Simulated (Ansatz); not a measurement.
The inner images of a band of ClH3MgO3 (8 atoms, charge 0, multiplicity 1) are given out of order.

Theory: Ansatz, UKS PBE0-D4/6-31G.

Initial state:

```xyz
8
Properties=species:S:1:pos:R:3
Mg -0.770 -0.028 -0.827
O 1.050 -0.310 -0.903
Cl -2.798 0.089 -1.832
H 1.266 -0.101 0.486
O 0.944 0.122 1.494
O -0.517 0.272 1.120
H 1.767 -0.518 -1.505
H -0.942 0.474 1.966
```

Final state:

```xyz
8
Properties=species:S:1:pos:R:3
Mg -0.716 0.238 -0.511
O 1.115 -0.407 -0.873
Cl -2.476 0.296 -1.942
H 1.486 0.003 -0.048
O 0.312 1.028 1.012
O -0.521 -0.227 1.449
H 1.695 -0.971 -1.394
H -0.894 0.039 2.307
```

Problem. Put them in order from the first end to the last, with their energies above the first end.
A.
```xyz
8
Properties=species:S:1:pos:R:3
Mg -0.779 -0.080 -0.811
O 1.041 -0.363 -0.892
Cl -2.766 0.206 -1.858
H 1.267 0.032 0.447
O 0.947 0.386 1.421
O -0.529 0.179 1.144
H 1.754 -0.647 -1.466
H -0.936 0.287 2.015
```
B.
```xyz
8
Properties=species:S:1:pos:R:3
Mg -0.739 -0.024 -0.705
O 1.089 -0.415 -0.858
Cl -2.668 0.297 -1.844
H 1.223 0.167 0.248
O 0.689 0.820 1.095
O -0.515 -0.119 1.275
H 1.783 -0.845 -1.360
H -0.861 0.118 2.149
```
C.
```xyz
8
Properties=species:S:1:pos:R:3
Mg -0.774 -0.108 -0.777
O 1.049 -0.404 -0.878
Cl -2.719 0.282 -1.865
H 1.241 0.149 0.379
O 0.864 0.646 1.285
O -0.529 0.043 1.190
H 1.757 -0.765 -1.415
H -0.889 0.159 2.082
```
D.
```xyz
8
Properties=species:S:1:pos:R:3
Mg -0.710 0.179 -0.567
O 1.131 -0.427 -0.860
Cl -2.578 0.320 -1.848
H 1.381 0.029 0.016
O 0.407 0.957 0.977
O -0.523 -0.224 1.397
H 1.796 -0.918 -1.352
H -0.903 0.083 2.237
```
E.
```xyz
8
Properties=species:S:1:pos:R:3
Mg -0.723 0.082 -0.629
O 1.114 -0.416 -0.846
Cl -2.632 0.302 -1.839
H 1.284 0.088 0.113
O 0.560 0.884 1.026
O -0.524 -0.180 1.332
H 1.802 -0.862 -1.344
H -0.880 0.103 2.187
```

Solution. A (+0.021 eV), C (+0.083 eV), B (+0.157 eV), E (+0.063 eV), D (-0.087 eV).

The run took 6.7 min on 2 threads of Intel(R) Xeon(R) Platinum 8259CL CPU @ 2.50GHz (Skylake/Cascade Lake) (shared host), peak memory 0.22 GiB.
